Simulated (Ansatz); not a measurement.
```yaml
crystal:
  periodic: [false, false, false]
  atoms:
    - {symbol: C, position_ang: [-0.109436, 1.333915, -1.136504]}
    - {symbol: B, position_ang: [0.213492, -0.054876, -0.001177]}
    - {symbol: O, position_ang: [1.174417, -0.881613, -0.060137]}
    - {symbol: Ge, position_ang: [-0.336474, -1.252391, 1.148150]}
    - {symbol: H, position_ang: [-0.399590, 2.069401, -0.350188]}
    - {symbol: H, position_ang: [0.647535, 1.455751, -1.643668]}
    - {symbol: H, position_ang: [-0.970511, 0.882642, -1.805511]}
    - {symbol: H, position_ang: [-0.600905, -2.639030, 0.976584]}
    - {symbol: H, position_ang: [0.215258, -1.238446, 2.627805]}
basis:
  gaussian: {orbitals: cc-pVDZ, fitting: {mean_field: def2-universal-jkfit}}
hamiltonian: {xc: {name: HF}}
correlation: {method: mp2, frozen_orbitals: {C: 0}}
```

```sh
$ ansatz run in.yaml --threads 2 --pin off --events-out ev --progress --plain --max-ram 4352MiB
```

Output, abridged:

```
Functional definition: HF
Error: "frozen_orbitals" has no count for B
```

Q: Something in this input is off. What?

A: Frozen orbitals are typed for one element alone, and the program wants a count for each. The program refused the input.
